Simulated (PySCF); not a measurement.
NbF₄, SMILES [F][Nb]([F])([F])[F] (connectivity only; charge and spin as stated), neutral, multiplicity 2.

Geometry optimised at PBE-D3(BJ)/def2-SVP. The spin state was assumed, not searched. The isomer is the one that the SMILES or the coordinates give; other isomers of the formula were not compared. The def2 effective core potentials stand for the cores of Nb; spin–orbit coupling is left out.

Level of theory: PySCF 2.14.0 with TDA-B3LYP/def2-SVPD.

Vertical excitations; the highest root listed may be one member of a degenerate set. Isolated molecule, no solvent.

| state | energy (eV) | λ (nm) | f | main pairs |
|---|---|---|---|---|
| root 1 | 1.32 | 937 | 0.000 | α HOMO→LUMO 100 % |
| root 2 | 1.69 | 733 | 0.000 | α HOMO→LUMO+1 (degenerate set) |
| root 3 | 1.69 | 733 | 0.000 | α HOMO→LUMO+2 (degenerate set) |
| root 4 | 4.04 | 307 | 0.027 | α HOMO→LUMO+3 93 % |
| root 5 | 4.75 | 261 | 0.000 | α HOMO→LUMO+4 98 % |
| root 6 | 5.98 | 207 | 0.059 | α HOMO→LUMO+5 92 % |
| root 7 | 6.47 | 192 | 0.016 | α HOMO→LUMO+6 (degenerate set) |
| root 8 | 6.47 | 192 | 0.016 | α HOMO→LUMO+7 (degenerate set) |
| root 9 | 7.10 | 175 | 0.001 | α HOMO−1→LUMO 62 %, β HOMO→LUMO+1 30 % |
| root 10 | 7.32 | 169 | 0.000 | α HOMO−3→LUMO 53 %, β HOMO−1→LUMO+1 15 %, β HOMO−2→LUMO 11 % |
Unrestricted roots are not spin-pure.
